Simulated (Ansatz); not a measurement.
Total energies of AlBH₇NSi, SMILES `[BH2][Al]([NH2])[SiH3]`.

Z-matrix (Å, degrees):
```
Si
Al 1 2.464
H 1 1.493 2 111.8
H 1 1.493 2 111.8 3 119.1
H 1 1.493 2 112.5 3 -120.4
N 2 1.774 1 115.3 3 120.0
B 2 2.124 1 123.3 3 -60.1
H 6 1.008 2 124.0 1 0.1
H 6 1.007 2 126.0 1 -179.9
H 7 1.200 2 122.8 1 88.8
H 7 1.200 2 122.7 1 -87.9
```

Total charge 0; spin multiplicity 1. The structure was optimised at the PBE0-D4/def2-TZVP level. It is one conformer, not always the lowest. Basis def2-TZVPP, Ansatz 0.2.0.

RPA on PBE orbitals: Hartree–Fock energy of these orbitals -614.05374 Eh, correlation -0.96323 Eh (frozen core).

| functional | energy without D4 (Eh) | D4 term (kJ/mol) |
| --- | --- | --- |
| PBE | -615.35348 | -18.8 |
| BLYP | -615.72459 | -39.7 |
| r2SCAN | -615.65762 | -4.8 |
| PBE0 | -615.42189 | -16.2 |
| r2SCANh | -615.65112 | -5.2 |
| HSE06 (plane-wave form) | -615.40360 | -15.3 |
| BHLYP | -615.72404 | -25.6 |
| CAM-B3LYP | -615.73177 | -16.8 |
| ωB97X-V | -615.65808 | – |
| ωB97M-V | -615.67306 | – |

**Question.** Give the same for LDA (SPW92), revPBE, B97M-V, B3LYP, r2SCAN0, LC-ωPBE, B2PLYP, PBE-QIDH. (Estimate.)

**Answer.** Computed: 
```json
{"functional": "LDA (SPW92)", "energy without D4 (Eh)": "-612.75203", "D4 term (kJ/mol)": "–"}
{"functional": "revPBE", "energy without D4 (Eh)": "-615.62698", "D4 term (kJ/mol)": "-49.6"}
{"functional": "B97M-V", "energy without D4 (Eh)": "-615.63413", "D4 term (kJ/mol)": "–"}
{"functional": "B3LYP", "energy without D4 (Eh)": "-615.82548", "D4 term (kJ/mol)": "-30.3"}
{"functional": "r2SCAN0", "energy without D4 (Eh)": "-615.64233", "D4 term (kJ/mol)": "-5.7"}
{"functional": "LC-ωPBE", "energy without D4 (Eh)": "-615.53646", "D4 term (kJ/mol)": "–"}
{"functional": "B2PLYP", "energy without D4 (Eh)": "-615.45173", "D4 term (kJ/mol)": "–"}
{"functional": "PBE-QIDH", "energy without D4 (Eh)": "-615.23521", "D4 term (kJ/mol)": "–"}
```

B3LYP takes the VWN-RPA correlation (the form of Gaussian; ORCA's B3LYP/G). HSE06 is the plane-wave form, built on full-range PBE exchange. The double hybrids freeze the cores in their second-order part.

LC-ωPBE has ω = 0.4 bohr⁻¹.
